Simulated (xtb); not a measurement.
BeBr2, SMILES [Br][Be][Br]. All values are semi-empirical tight-binding results from xtb (GFN2-xTB unless named), good for trends rather than for accurate numbers. Coordinates come from a GFN2-xTB optimisation.

Optimised geometry:

Bonds (Å): Be1–Br2 1.948, Be1–Br3 1.948. Bond angles (°): Br2–Be1–Br3 180.0.
Charge 0, spin multiplicity 1.

For metal compounds this method's bond lengths and energies can be far off.

Task: Estimate the properties. (The exact figures need the calculation; the answer reports its results.)

Result: 
```json
{
  "point_group_as_xtb_finds_it": "D∞h",
  "orbital_gap": "5.95 eV",
  "zero_point_energy": "2.4 kcal/mol",
  "G − E(el) at 298.15 K (modified RRHO)": "-14.2 kcal/mol"
}
```

Computed atomic charges and the Wiberg bond orders between heavy atoms:
charges (e) Be1 0.63, Br2 -0.31, Br3 -0.31. Bond orders Be1–Br2 1.12, Be1–Br3 1.12.
